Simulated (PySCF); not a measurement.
C2H7BF2Si.
Geometry (PBE0-D3(BJ)/def2-SVP, Å), atoms numbered from 1 in this order:
```xyz
13
C2H7BF2Si angstrom
C     -0.9774   -1.1249   -0.5534
C     -0.5228    0.1750    0.1167
Si     1.1496   -0.0442    0.9963
B     -0.3899    1.3830   -0.8480
F     -0.3879    2.6316   -0.4092
F     -0.2388    1.2256   -2.1535
H     -0.2814   -1.4272   -1.3509
H     -1.9696   -1.0137   -1.0181
H     -1.0414   -1.9572    0.1643
H     -1.2059    0.4759    0.9322
H      1.0515   -1.1833    1.9591
H      2.2145   -0.3541   -0.0069
H      1.5236    1.1998    1.7324
```

The closed-shell ground state was solved at several levels (PySCF, density fitting, gas phase, non-relativistic).

```
             level  basis functions  total energy (Eh)  HOMO (eV)  LUMO (eV)  gap (eV)  dipole (D)
BHandHLYP/pcSseg-1              144          -594.4109     -10.08       0.96     11.04        1.86
 mPW1PW91/pcSseg-1              144          -594.4870      -8.89      -0.06      8.83        1.78
      PBE0/6-31+G*              126          -594.1255      -8.80      -0.16      8.64        1.85
  wB97X-D/pcSseg-1              144          -594.4581     -10.72       1.81     12.53        1.78
     PBE0/pcSseg-1              144          -594.1007      -8.85      -0.06      8.79        1.77
       HF/pcSseg-1              144          -592.3863     -11.98       3.51     15.49        1.95
      PBE/pcSseg-1              144          -594.0538      -7.52      -1.01      6.51        1.64
     BLYP/pcSseg-1              144          -594.4704      -7.39      -0.87      6.52        1.63
```

Problem. What might PBE/def2-SVPD (186 basis functions) give for the same quantities?

Solution. Total energy -593.7816 Eh, HOMO -7.52 eV, LUMO -1.15 eV, gap 6.37 eV, dipole 1.75 D.

Problem. Over all these levels, which gives the widest orbital gap and which the narrowest?

Solution. HF/pcSseg-1 (Hartree–Fock, all exact exchange) has the widest, 15.49 eV, and PBE/def2-SVPD (GGA) the narrowest, 6.37 eV. Functional and basis both differ between the two, so the spread mixes both effects.

Problem. In the pcSseg-1 basis, how does the gap go with the fixed share of exact exchange?

Solution. PBE (0 %) 6.51 eV; BLYP (0 %) 6.52 eV; PBE0 (25 %) 8.79 eV; mPW1PW91 (25 %) 8.83 eV; BHandHLYP (50 %) 11.04 eV; HF (100 %) 15.49 eV. Each rise in the share widens the gap here.

Problem. How far do the dipole and the HOMO energy spread over the levels?

Solution. The dipole runs from 1.63 to 1.95 D (mean 1.78 D) and the HOMO from -11.98 to -7.39 eV.

One conformer stands for the species.

The pairwise dispersion term of wB97X-D wasn't added to the energies; at a given geometry it leaves orbitals and properties as they are.
